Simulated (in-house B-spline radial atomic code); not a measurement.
Checks on a self-consistent run for Te³⁺, [Kr] 4d10 5s2 (5p1/2)1. Level of theory: Dirac-Hartree-Fock, average of the jj configuration, Fermi nucleus of rms radius 4.7423 fm; calculated with a radial B-spline atomic code at the basis-set limit.

```json
{"orbital": "1s1/2", "q": "2", "ε (Eh)": "-1177.07281", "<1/r>": "55.5739", "<r²>": "0.00104766", "small-component weight": "0.036624"}
{"orbital": "2s1/2", "q": "2", "ε (Eh)": "-184.99973", "<1/r>": "12.9651", "<r²>": "0.0168377", "small-component weight": "0.0078314"}
{"orbital": "2p1/2", "q": "2", "ε (Eh)": "-172.90141", "<1/r>": "12.9084", "<r²>": "0.0125285", "small-component weight": "0.0078163"}
{"orbital": "2p3/2", "q": "4", "ε (Eh)": "-162.77013", "<1/r>": "11.9516", "<r²>": "0.013813", "small-component weight": "0.0074382"}
{"orbital": "3s1/2", "q": "2", "ε (Eh)": "-39.25683", "<1/r>": "4.62688", "<r²>": "0.117303", "small-component weight": "0.0023174"}
{"orbital": "3p1/2", "q": "2", "ε (Eh)": "-34.24186", "<1/r>": "4.52619", "<r²>": "0.112493", "small-component weight": "0.0022502"}
{"orbital": "3p3/2", "q": "4", "ε (Eh)": "-32.29762", "<1/r>": "4.29382", "<r²>": "0.120473", "small-component weight": "0.0021505"}
{"orbital": "3d3/2", "q": "4", "ε (Eh)": "-23.56013", "<1/r>": "4.13307", "<r²>": "0.102099", "small-component weight": "0.0020194"}
{"orbital": "3d5/2", "q": "6", "ε (Eh)": "-23.15932", "<1/r>": "4.07296", "<r²>": "0.104431", "small-component weight": "0.0019894"}
{"orbital": "4s1/2", "q": "2", "ε (Eh)": "-8.23676", "<1/r>": "1.81564", "<r²>": "0.661819", "small-component weight": "0.00062353"}
{"orbital": "4p1/2", "q": "2", "ε (Eh)": "-6.43314", "<1/r>": "1.70224", "<r²>": "0.736295", "small-component weight": "0.0005629"}
{"orbital": "4p3/2", "q": "4", "ε (Eh)": "-6.05282", "<1/r>": "1.63079", "<r²>": "0.786504", "small-component weight": "0.00053405"}
{"orbital": "4d3/2", "q": "4", "ε (Eh)": "-3.11011", "<1/r>": "1.37958", "<r²>": "1.0656", "small-component weight": "0.00040069"}
{"orbital": "4d5/2", "q": "6", "ε (Eh)": "-3.04858", "<1/r>": "1.36224", "<r²>": "1.08591", "small-component weight": "0.0003932"}
{"orbital": "5s1/2", "q": "2", "ε (Eh)": "-1.70507", "<1/r>": "0.658257", "<r²>": "4.3004", "small-component weight": "0.00011047"}
{"orbital": "5p1/2", "q": "1", "ε (Eh)": "-1.36069", "<1/r>": "0.57578", "<r²>": "5.50405", "small-component weight": "8.6998e-05"}
```

Electron-electron repulsion V_ee = 2472.3394 hartree.

Task: What total energy follows from the eigenvalues?

Result: The eigenvalues count the repulsion twice, so E = Σqε - V_ee = -4319.467 - 2472.339 = -6791.806 hartree; the run printed -6791.806.

Task: Does the Dirac virial theorem hold?

Result: For a point nucleus E = -2c²Σq·w, with w the small-component weight. Here Σq·w = 0.18083 and c = 137.0360, so the ratio E/(-2c²Σq·w) is 1.000057; the finite nucleus accounts for the departure from 1.

Task: What diamagnetic shielding (Lamb formula) and susceptibility (Langevin formula) do the radii give?

Result: σ = (α²/3)Σq<1/r> = 316.296/(3·137.036²) = 5614.4 ppm, and χ = -0.79199×10⁻⁶·Σq<r²> = -26.07×10⁻⁶ cm³/mol with Σq<r²> = 32.918 bohr². Both are non-relativistic formulas without the paramagnetism of open shells; for so heavy an element the full relativistic shielding is larger by tens of per cent.
